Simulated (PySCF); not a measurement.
# methyl bromide: removing and adding an electron

Parent: `CBr` (CH3Br). Numbering: `[CH3:1][Br:2]`

Energies: ωB97X-D3(BJ)/ma-def2-TZVP (PySCF, density fitting, integration grid level 2) on PBE0-D3(BJ)/ma-def2-SVP structures. Thermal corrections: PBE0-D3(BJ)/ma-def2-SVP frequencies, unscaled, ideal gas at 298.15 K and 1 bar, quasi-RRHO entropy.

Frontier levels of the parent: HOMO -10.43 eV, LUMO 1.07 eV.

Oxidation to the radical cation:
| Property | Result |
| --- | --- |
| Vertical ionisation energy (electronic) | 10.71 eV |
| Adiabatic ionisation energy (with zero-point energy) | 10.59 eV |
| Adiabatic, electronic part | 10.68 eV |
| Vertical gap at the product's structure | 10.62 eV |
| Inner reorganisation energy (four-point) | 89 meV |
| Relaxation of product / of parent | 28 / 60 meV |
| ⟨S²⟩ of the product | 0.753 |
| Largest spin populations | Br2 0.93 |
| Largest changes of atomic charge | Br2 0.79 |
| Distances that move most (Å) | C1–Br2 1.932 → 1.902; C1–H 1.095 → 1.115 |
| Potential in acetonitrile | 7.84 V absolute, 3.30 V against Fc+/Fc computed at 4.54 V (solvation -11 → -272 kJ/mol) |

Vertical electron affinity to the radical anion: -0.92 eV. The extra electron is not bound at this structure, the number hangs on the basis, and the ion was not relaxed.

Solvents are IEF-PCM continua (electrostatics only, gas-phase structures); absolute potentials refer to an electron at rest in vacuum. Fc+/Fc in acetonitrile, 4.54 V, is ωB97X-D3(BJ)/ma-def2-TZVP on PBE0-D3(BJ)/def2-SVP structures with GFN2-xTB thermal terms. Benchmark calculations put it near 5.0 V in acetonitrile and DMSO, so it is about 0.5 V low, and the value against it can read up to that much too high.

Against the Active Thermochemical Tables (version 1.112): ionisation energy to the radical cation 10.54 (computed 10.59, error 0.05) eV.

Measured values (NIST Chemistry WebBook, evaluated or the median of agreeing entries): adiabatic ionisation energy 10.54 eV (computed 10.59, difference 0.05).

Caveats: spin-orbit coupling is left out of the energies, which matters for open shells on the heavier atoms; atoms from Ga to Kr are treated without relativity.

Run with `OMP_NUM_THREADS=1 python redox_run.py task.json out` on 1 thread of Intel Xeon Platinum 8559C, a shared host. Structures, frequencies and single points: 2.2 min of wall time.
